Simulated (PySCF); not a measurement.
C6H9FNO (doublet state).
Z-matrix (Å and degrees, GFN2-xTB geometry), rows numbered from 1:
```
C 
O   1  1.3188
C   2  1.3274  1  122.19
C   3  1.3605  2  124.12  1   179.91
C   4  1.4450  3  128.53  2     0.19
N   5  1.2766  4  123.88  3  -179.84
C   5  1.5035  4  118.59  3     0.26
C   7  1.5202  5  111.55  4  -179.88
F   8  1.3776  7  109.76  5   179.93
H   1  1.0764  2  121.29  3    -0.17
H   1  1.0704  2  115.76  3  -179.41
H   3  1.0880  2  116.19  1    -0.04
H   4  1.0819  3  115.86  2  -179.85
H   6  1.0183  5  114.24  4     0.13
H   7  1.0929  5  109.48  4   -58.53
H   7  1.0929  5  109.49  4    58.93
H   8  1.0924  7  111.30  5   -61.35
H   8  1.0921  7  111.37  5    61.30
```

The hyperfine couplings belong to this conformer and change with its torsions.

As a line formula: `C(/C(=N\[H])CCF)=C/O[CH2]` [radical].

Level of theory: PySCF 2.14.0, UKS B3LYP, pcH-1 on C F H N O, non-relativistic, mean-field spin-orbit, GIAO. The structure is a single GFN2-xTB conformer in the gas phase; no vibrational or solvent corrections. A GFN2-xTB geometry isn't a minimum of the functional, and hyperfine couplings can be far from their values at a DFT geometry. Stability of the SCF solution: not tested.

Question: Give the principal g shifts and their parts.

Answer: 
| Δg (ppm) | 1 | 2 | 3 |
| --- | --- | --- | --- |
| relativistic mass correction | -179 | -179 | -179 |
| gauge correction | -2 | 46 | 34 |
| orbital Zeeman/spin–orbit | -17 | 833 | 1761 |
| total | -198 | 700 | 1616 |

So g = 2.00212, 2.00302, 2.00394 and g_iso = 2.00303; the tensor is rhombic: the two nearest values differ by 50 % of g3 − g1. Axes: g3 points within 1° of the C1–H11 bond.

Question: At 93.869 GHz, how far is the centre of the isotropic spectrum from where a free electron (g = 2.002319) resonates?

Answer: B = hν/(g μB) with μB/h = 13.99624 MHz/mT gives 3349.48 mT for the free electron and 3348.30 mT at g_iso, 1.18 mT lower.

Question: What effective moment and Curie constant follow for a powder?

Answer: With the mean of g² = 4.0121 and S(S+1) = 0.75: μ_eff = √(⟨g²⟩S(S+1)) = 1.735 μB and χT = 0.12505·⟨g²⟩·S(S+1) = 0.376 cm³ K/mol (cgs; spin-Hamiltonian part alone).

Question: In a frozen sample, at which fields do the three g values resonate at 9.5, 34, 94 and 263 GHz (hyperfine left aside), and which band first spreads them over more than twice a line width of 1.0 mT?

Answer: 
```
band    GHz  B(g3) mT  B(g2) mT  B(g1) mT  spread mT
   X    9.5    338.71    338.87    339.02       0.31
   Q   34.0   1212.23   1212.78   1213.32       1.10
   W   94.0   3351.45   3352.98   3354.49       3.04
   J  263.0   9376.93   9381.21   9385.42       8.49
```

The spread grows in proportion to the frequency. W band is the first where it exceeds 2.0 mT.

Largest spin populations (Mulliken): C1 (+0.93), C4 (+0.14), C3 (-0.08) and N6 (+0.07). The positive populations add up to 1.21 and the negative ones to -0.21, together 2S = 1. The angles at C1 add up to 360.0°, so it is planar; its axial dipolar tensor and the negative couplings of its protons fit spin in a p orbital normal to that plane.

The HOMO–LUMO gaps are 4.01 eV among the α and 5.00 eV among the β orbitals.
